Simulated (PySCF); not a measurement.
**Working out the ionisation energy of Ta+**

Ta+ [Xe] 4f14 5d3 6s1 (5F) → Ta(2+) [Xe] 4f14 5d3 (4F). All numbers are calculated (PySCF 2.14, scalar relativity by spin-free X2C-1e, in x2c-TZVPPall with one added diffuse shell each of s, p, d, f type (12s8p8d4f1g, 113 functions)). Frozen: [Xe] 4f14. Energies in hartree (1 hartree = 27.21139 eV):

```tsv
part	Ta+ (lower)	Ta(2+) (upper)
UHF	-15599.793310	-15599.270019
CCSD correlation	-0.030433	-0.015110
(T)	-0.000421	-0.000079
```

What does Hartree-Fock give?

(-15599.270019) − (-15599.793310) = 0.523291 hartree = 14.239 eV.

What do CCSD and CCSD(T) give?

The CCSD correlation energies differ by 0.015323 hartree = 0.417 eV and the triples by 0.000342 hartree = 0.009 eV, so CCSD gives 14.656 eV and CCSD(T) 14.665 eV.

A first-order spin-orbit estimate adds -0.049 eV to CCSD(T) (valence), giving 14.616 eV against 16.2 ± 0.5 eV (semi-empirical (NIST evaluation); NIST Atomic Spectra Database, ionization energies).

What remains against the reference includes basis incompleteness, the frozen core and higher excitations.
